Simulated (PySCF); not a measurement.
# Worked example: dipole moment from atomic charges

Ti(Cl)2(OH)2 (Cl₂H₂O₂Ti), SMILES [OH][Ti]([OH])([Cl])[Cl], multiplicity 1. Atoms are numbered in the order given.

```xyz
7

Ti    -0.3081     0.0000     0.0000
Cl     0.9334     1.8108     0.0000
Cl     0.9451    -1.8027     0.0000
O     -1.3053    -0.0053     1.4178
H     -2.1366    -0.0275     1.9002
O     -1.3053    -0.0053    -1.4178
H     -2.1366    -0.0275    -1.9002
```

Geometry: ωB97X-D3(BJ)/def2-SVP. The geometry has at least one imaginary mode, so it is a saddle point at that level. The multiplicity is an assumed one; no other spin state was optimised. The structure was generated by enumeration; whether it is a known compound was not checked. Other conformers were not sampled.

Charges (e) from B3LYP/def2-TZVP (PySCF):

| atom | ESP fit | Mulliken |
|---|---|---|
| Ti1 | 0.732 | 1.381 |
| Cl2 | -0.206 | -0.360 |
| Cl3 | -0.208 | -0.361 |
| O4 | -0.618 | -0.671 |
| H5 | 0.459 | 0.341 |
| O6 | -0.618 | -0.671 |
| H7 | 0.459 | 0.341 |

The dipole moment of the full density is 4.60 D.

Question: What dipole moment does each set of point charges give, and which comes closer to that of the density?

Answer: 
μ = Σ q r, and 1 e Å = 4.8032 D.
ESP fit: Σ q r = (-0.962, -0.017, 0.000) e Å, |μ| = 4.62 D.
Mulliken: Σ q r = (-0.808, -0.013, 0.000) e Å, |μ| = 3.88 D.
ESP fit comes closer in size. Point charges leave out the atoms' own dipoles (lone pairs, polarised bonds); fits to the potential absorb them, partitions of the density don't.
